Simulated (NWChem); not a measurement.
System meant: C7H7, doublet; SMILES [c]1ccc(cc1)C

Input file for NWChem:

```
start job
memory heap 200 mb stack 900 mb global 1100 mb
geometry units angstroms noautoz
  C      0.003498    -2.353732    -0.003672
  C      0.005938    -0.843988     0.004821
  C      1.215884    -0.120071     0.003298
  C      1.225495     1.292611    -0.001291
  C     -0.005906     1.921526    -0.003669
  C     -1.233300     1.280538    -0.001269
  C     -1.212145    -0.129383     0.003302
  H     -0.375840    -2.750423    -0.969206
  H      1.020303    -2.764234     0.148891
  H     -0.652336    -2.763371     0.791635
  H      2.173909    -0.666368     0.006564
  H      2.177706     1.846779    -0.001123
  H     -2.189475     1.827582    -0.001097
  H     -2.166024    -0.682981     0.006516
end
basis spherical
  C library def2-svp
  H library def2-svp
end
dft
  odft
  mult 2
  xc pbe0
  iterations 4
  mulliken
end
task dft energy
```

End of the output:

```
     --------------------------
     Expectation value of S2:
     --------------------------
      <S2> =      0.7564 (Exact =     0.7500)

 center of mass
 --------------
 x =   0.00024701 y =   0.12355697 z =   0.00035780

 moments of inertia (a.u.)
 ------------------
         683.167231882086           0.000000000000           0.000000000000
           0.000000000000         335.578236979018           0.000000000009
           0.000000000000           0.000000000009        1007.306415344975

     Multipole analysis of the density
     ---------------------------------

     L   x y z        total         alpha         beta         nuclear
     -   - - -        -----         -----         ----         -------
     0   0 0 0     -0.000000    -25.000000    -24.000000     49.000000

     1   1 0 0     -0.022268     -0.005459     -0.016809     -0.000000
     1   0 1 0     -0.518771     -2.305306      1.786535     -0.000000
     1   0 0 1     -0.008289     -0.001459     -0.006831      0.000000

     2   2 0 0    -27.145554   -115.175843   -113.325198    201.355487
     2   1 1 0      0.093389      0.016912     -0.047599      0.124076
     2   1 0 1      0.000121      0.000148      0.000216     -0.000243
     2   0 2 0    -30.315100   -221.458385   -202.457208    393.600493
     2   0 1 1      0.036432     -0.015207     -0.050623      0.102262
     2   0 0 2    -33.461043    -19.898038    -19.236563      5.673558

 ------------------------------------------------------------------------
 dft energy failed                                                                                  0
 ------------------------------------------------------------------------
 ------------------------------------------------------------------------
  current input line :
    30: task dft energy
 ------------------------------------------------------------------------
 ------------------------------------------------------------------------
 This type of error is most commonly associated with calculations not reaching convergence criteria
 ------------------------------------------------------------------------
 For more information see the NWChem manual at https://nwchemgit.github.io

0:dft energy failed:Received an Error in Communication
```

Problem. Find the fault in this run and fix the input.

Solution. The run did not converge; its last values are not results. Cause: the SCF was allowed too few iterations. This input runs:
```
start job
memory heap 200 mb stack 900 mb global 1100 mb
geometry units angstroms noautoz
  C      0.003498    -2.353732    -0.003672
  C      0.005938    -0.843988     0.004821
  C      1.215884    -0.120071     0.003298
  C      1.225495     1.292611    -0.001291
  C     -0.005906     1.921526    -0.003669
  C     -1.233300     1.280538    -0.001269
  C     -1.212145    -0.129383     0.003302
  H     -0.375840    -2.750423    -0.969206
  H      1.020303    -2.764234     0.148891
  H     -0.652336    -2.763371     0.791635
  H      2.173909    -0.666368     0.006564
  H      2.177706     1.846779    -0.001123
  H     -2.189475     1.827582    -0.001097
  H     -2.166024    -0.682981     0.006516
end
basis spherical
  C library def2-svp
  H library def2-svp
end
dft
  odft
  mult 2
  xc pbe0
  iterations 150
  mulliken
end
task dft energy
```
It converges to -270.35736 Ha (PBE0/def2-SVP, spin-unrestricted).
